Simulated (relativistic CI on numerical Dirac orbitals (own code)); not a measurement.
**Hyperfine structure of Ta XIV, mass number 181**

Method of calculation: Dirac-Coulomb-Breit CI, KLI orbitals optimised for each configuration, model QED, unscaled Slater integrals (own radial code, finite nucleus).

CI space (outside the closed core [Kr]): 4d10.4f12.5s2, 4d10.4f14, 4d10.4f13.5s, 4d10.4f11.5s2.5p, 4d10.4f12.5s.5p, 4d10.4f13.5p, 4d10.4f11.5s.5p2, 4d10.4f12.5s.5d, 4d10.4f13.5d, 4d10.4f12.5s.5g, 4d10.4f11.5s2.6s, 4d10.4f13.6s, 4d9.4f13.5s2, 4d10.4f13.5f. Double excitations out of closed p, d and f shells are left out; levels of such configurations are missing from the list, as are those of other unlisted configurations, and high levels can miss mixing partners.

Nuclear spin I = 7/2, μ = 2.365 μN, Q = 3.17 b (tables of Stone and Pyykkö). The electronic factors are computed for point nuclear moments, without core polarisation or the Bohr-Weisskopf and QED corrections.

| Level | E (cm⁻¹) | A (MHz) | B (MHz) |
| --- | --- | --- | --- |
| 4d10.4f12.5s2 3H_6 | 0.0 | 964.8 | -9940 |
| 4d10.4f12.5s2 3F_4 | 9061.3 | 971.4 | 690 |
| 4d10.4f12.5s2 3H_5 | 14468.9 | 1274 | -8960 |
| 4d10.4f12.5s2 3H_4 | 21658.5 | 1330 | -4320 |
| 4d10.4f12.5s2 3F_3 | 25132.1 | 1129 | 2630 |
| 4d10.4f12.5s2 3F_2 | 25960.3 | 1292 | 3770 |
| 4d10.4f12.5s2 1G_4 | 35753.0 | 1663 | -4130 |
| 4d10.4f12.5s2 1I_6 | 57282.1 | 1294 | -19900 |

Levels with J = 0, under 50 % of one LS term, or S terms without an open s electron are left out. Small factors come from cancelling terms and can be off by tens of per cent or more.

At this charge transitions that keep the count of f electrons are usually good to a few per cent. Terms inside the open d or f shell come out 10 to 20 % too wide with unscaled integrals. Levels and lines within the n = 5 or 6 shells can be off by up to 10 % or somewhat more, and those that change n by about 2 %, since core polarisation is missing. Levels that differ in their count of f electrons can be misplaced by several ten thousand cm⁻¹, since the correlation energy of f electrons is missing or only estimated; rates across such gaps can be off by orders of magnitude.

(1) Give the hyperfine levels of 4d10.4f12.5s2 3H_6 relative to its centre of gravity.

Results:

(1) With K = F(F + 1) − I(I + 1) − J(J + 1), E = AK/2 + B[¾K(K + 1) − I(I + 1)J(J + 1)]/[2I(2I − 1)J(2J − 1)]: F = 5/2: -27590, F = 7/2: -22520, F = 9/2: -16390, F = 11/2: -9483, F = 13/2: -2163, F = 15/2: 5154, F = 17/2: 11980, F = 19/2: 17780 MHz.

LS names give the leading component of a level, which can be under half, so a name can repeat, a term be missing and a line seem to break the LS rules.
